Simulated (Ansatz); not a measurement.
`O[SiH2]S` + `CO[SiH](O)O` → `CO[SiH](O)O[SiH2]O` + H₂S  (ligand exchange at the Si–S bond)

Calculated with Ansatz (gas phase, PBE0-D4/def2-TZVP geometries, no zero-point term in ΔE). CCSD(T)/CBS adds triple-zeta CCSD(T) − MP2 to the extrapolated MP2 energy (def2 sets, frozen cores). This one scheme is used for every species. One conformer a species, not always the lowest.

```tsv
species	SCS-MP2/def2-QZVPP energy (Eh)
`O[SiH2]S`	-764.41758
`CO[SiH](O)O`	-556.27886
`CO[SiH](O)O[SiH2]O`	-921.78952
H₂S	-398.93269
```

(1) Work out ΔE.

Largest T1 diagnostic among the species: 0.012.

Answers

(1) ΔE = (-921.78952) + (-398.93269) − (-764.41758) − (-556.27886) = -0.02577 Eh = -67.7 kJ/mol. CCSD(T)/CBS gives -65.5 kJ/mol.

From PBE to PBE0 (25 % exact exchange), in def2-TZVPP and without D4, ΔE moves by −6.2 kJ/mol. The D4 term adds −7.1 kJ/mol with B3LYP and −4.5 kJ/mol with PBE0; it sums over pairs of atoms, weighted by their polarisabilities, and B3LYP, whose exchange is more repulsive, gets the larger term. In def2-TZVPP, CCSD(T) changes the Hartree–Fock value by +7.9 kJ/mol (the triples alone add +1.9 kJ/mol) and MP2 by +11.2 kJ/mol.

B3LYP here is the variant with VWN-RPA as its local correlation; programs differ in this.
